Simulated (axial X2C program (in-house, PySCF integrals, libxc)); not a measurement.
## Low determinants of SiSe⁺ at the PBE0 level, without spin–orbit coupling

Calculated with an in-house all-electron X2C program for linear molecules (integrals from PySCF). Spin-free means the one-electron spin-free X2C Hamiltonian. Basis: Se dyall-cv3z [8s9p6d4f1g], Si dyall-v3z [8s7p2d1f] (cores contracted in-house); Gaussian nuclei, density fitting, unrestricted open shells. Masses: Se 79.917 u, Si 27.977 u.

Search at 2.210 Å (vertical energies from the lowest determinant):

```
ΔE (eV)             state  electrons beyond evenly filled partner blocks  electrons in σ, π, δ, φ
   0.00  M_S = 1/2, Λ = 1                                  π+α, π+β, π-α                24 19 4 0
   0.42  M_S = 1/2, Λ = 0                                             σα                23 20 4 0
   2.69  M_S = 3/2, Λ = 2                          σα, 2 × π+α, π+β, π-α                23 20 4 0
   2.69  M_S = 3/2, Λ = 0                          σα, π+α, π+β, 2 × π-α                23 20 4 0
   2.87  M_S = 3/2, Λ = 1                                   2 × π+α, π-α                24 19 4 0
   3.07  M_S = 1/2, Λ = 2                          σα, 2 × π+α, π+β, π-β                23 20 4 0
   3.32  M_S = 1/2, Λ = 0                          σβ, π+α, π+β, 2 × π-α                23 20 4 0
```

Lowest determinant, M_S = 1/2, Λ = 1 (beyond evenly filled blocks: π+α, π+β, π-α): Re = 2.207 Å, ωe = 468.9 cm⁻¹.

The determinant in row 2 of the search, M_S = 1/2, Λ = 0 (beyond evenly filled blocks: σα), was followed along the bond at PBE0; measured from the minimum of the lowest determinant it gives:

Te = 0.162 eV (1305 cm⁻¹), Re = 2.043 Å, ωe = 568.0 cm⁻¹.

(1) Compare the bond of the determinant in row 2 with that of the lowest one.

The search compares states at one distance, so a state with another bond length can lie lower; it is not exhaustive and yields mostly the lowest determinant of each block pattern, so other components and higher states of one pattern are missing. These are energies of single determinants, not of spin-adapted states; PBE0 term energies can be off by some tenths of an eV, and the functional has no current term. The lowest determinant need not be the ground state where others lie within half an eV. Row 2 is spin-contaminated (⟨S²⟩ = 0.76 against 0.75), so its values are not those of a pure state.

## Answers

(1) At PBE0 its Re is 0.164 Å shorter and its force constant, which goes as ωe², is 1.47 times that of the lowest determinant. This determinant mixes spin states, so it has no term energy of its own.
